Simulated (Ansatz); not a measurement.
F2H2O2Ti (`[OH][Ti]([OH])([F])[F]`). The species carries charge 0 and has multiplicity 1. Correlated methods include outer-core shells of Ti, which these sets cover unevenly. Scalar relativity is left out up to krypton.

```xyz
7

O    -1.445    0.511    0.586
Ti    0.062   -0.245    0.023
O     1.058    1.024   -0.726
F     0.919   -1.002    1.361
F    -0.278   -1.532   -1.129
H    -2.234    0.197    1.031
H     1.919    1.048   -1.145
```

**Question.** Give the diagnostics of a CCSD(T)/def2-TZVPP run (frozen core, the Gaussian-basis code of Ansatz). (Best estimate.)

**Answer.** Computed: T1 = 0.0234, largest single amplitude 0.053, largest double 0.030, (T) share of the correlation energy 4.3 %, 13 CCSD cycles. The RHF solution is stable towards an unrestricted one. T1 lies over the customary mark of 0.02 for closed shells; compounds of d metals often pass it without a breakdown.
